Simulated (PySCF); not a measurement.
Compounds:

A. `InChI=1S/C7H11FOSi/c8-7-5-9-6-10(7)3-1-2-4-10/h1,3,7H,2,4-6H2/t7-,10+/m0/s1`
B. `C[C@H](C=O)O[SiH2]N[SiH3]`
C. `C/C([SiH3])=C(\C=O)C[SiH2]Cl`

Spectrum 1. ¹H NMR (300 MHz, computed): δ 10.29 (s, 1H), 5.44 (t, 2H), 4.36 (s, 3H), 2.60 (s, 3H), 1.68 (t, 2H). ¹³C{¹H} NMR (computed): δ 196.3 (CH), 159.7 (C), 155.4 (C), 26.4 (CH2), 21.3 (CH3).

Spectrum 2. ¹H NMR (300 MHz, computed): δ 7.28 (m, 1H), 6.30 (m, 1H), 5.13 (m, 1H), 4.66 (m, 1H), 3.86 (m, 1H), 3.60 (m, 1H), 3.57 (m, 1H), 2.83 (m, 1H), 2.52 (m, 1H), 1.10 (m, 1H), 0.91 (m, 1H). ¹³C{¹H} NMR (computed): δ 166.8 (CH), 130.9 (CH), 92.5 (CH), 76.6 (CH2), 62.1 (CH2), 36.7 (CH2), 8.3 (CH2).

Spectrum 3. ¹H NMR (300 MHz, computed): δ 9.72 (d, 1H), 5.56 (m, 1H), 5.38 (m, 1H), 4.81 (m, 1H), 4.68 (s, 3H), 1.42 (d, 3H), -0.38 (br s, 1H). ¹³C{¹H} NMR (computed): δ 210.0 (CH), 80.3 (CH), 18.9 (CH3).

Theory: geometry: GFN2-xTB, shieldings: GIAO PBE0/pcSseg-1, in PySCF 2.14.0 with density-fitted response routines (relativity neglected, single conformer, in vacuum, equivalent nuclei averaged).

Referencing at the same level of theory: ¹H (σref 31.72), ¹³C (σref 186.93) against TMS. Splittings of carbon signals by F and P are missing where no couplings were computed. Where no couplings were computed, multiplicities follow the n + 1 count of equivalent neighbours, and m marks all less simple cases (inequivalent or close neighbours, rings, F or P nearby). Shifts are as computed. Against solution values, carbons near 30 ppm lie about +3 ppm off and those near 130 ppm about +5 ppm. Of 1309 compounds with measured shifts, 239 miss one by over three times the rms of a fit or turn the order of signals round; such compounds aren't used in these exercises. OH and NH positions are gas-phase values without hydrogen bonding to other molecules.

Problem. Which spectrum belongs to which compound?

Solution. 1–C, 2–A, 3–B.

- Spectrum 1 (C): 5 ¹³C signals; δC 196.3 is an aldehyde carbonyl carbon; δC 159.7 is a β carbon of a C=C–C=O unit.
- Spectrum 2 (A): 7 ¹³C signals; δC 130.9 is an alkene CH; δC 92.5 is an sp3 CH bonded to F and Si.
- Spectrum 3 (B): 3 ¹³C signals; δC 210.0 is an aldehyde carbonyl carbon; δC 80.3 is an sp3 CH bonded to O, α to a carbonyl.
